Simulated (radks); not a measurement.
Neutral europium inside a hard spherical wall (all orbitals vanish at R), configuration held at [Xe] 4f7 6s2 and not refilled when levels cross. Calculated with a radial shooting solver on a logarithmic mesh with Libxc functionals: scalar-relativistic Kohn-Sham, PBEsol, spin-polarised, spherical densities, point nucleus; open shells are filled with parallel spins first (spin-orbit coupling, left out, can overturn this in heavy ions). Eigenvalues in eV for spin up, with the zero of energy where the potential of the charges vanishes at infinity; a dash marks a level that is unbound or too diffuse for the functional's potential to be trusted. A positive occupied level is held by the wall or, in an anion where self-interaction has pushed it up, behind a barrier. The pressure on the wall is -dE/dV.

| R (bohr) | E (hartree) | kinetic (hartree) | e(5s) | e(5p) | e(4f) | e(6s) | e(5d, empty) | e(6p, empty) | pressure (GPa) |
|---|---|---|---|---|---|---|---|---|---|
| free | -10840.6078 | 11613.960 | -45.724 | -24.572 | -4.129 | -3.739 | -1.813 | -1.217 | 0 |
| 15 | -10840.6078 | 11613.960 | -45.721 | -24.569 | -4.126 | -3.737 | -1.810 | -1.201 | 0.000255 |
| 12 | -10840.6073 | 11613.965 | -45.682 | -24.530 | -4.088 | -3.708 | -1.774 | -1.112 | 0.00743 |
| 10 | -10840.6046 | 11613.987 | -45.530 | -24.380 | -3.938 | -3.588 | -1.638 | -0.845 | 0.0696 |
| 7 | -10840.5580 | 11614.234 | -44.350 | -23.226 | -2.770 | -2.377 | -0.534 | 1.290 | 2.16 |
| 5 | -10840.2815 | 11615.322 | -41.488 | -20.503 | 0.178 | 2.557 | 2.674 | 8.845 | 30.8 |
| 2 | -10817.3211 | 11691.470 | 18.959 | 47.912 | 64.056 | 203.16 | 94.680 | 237.67 | 29000 |
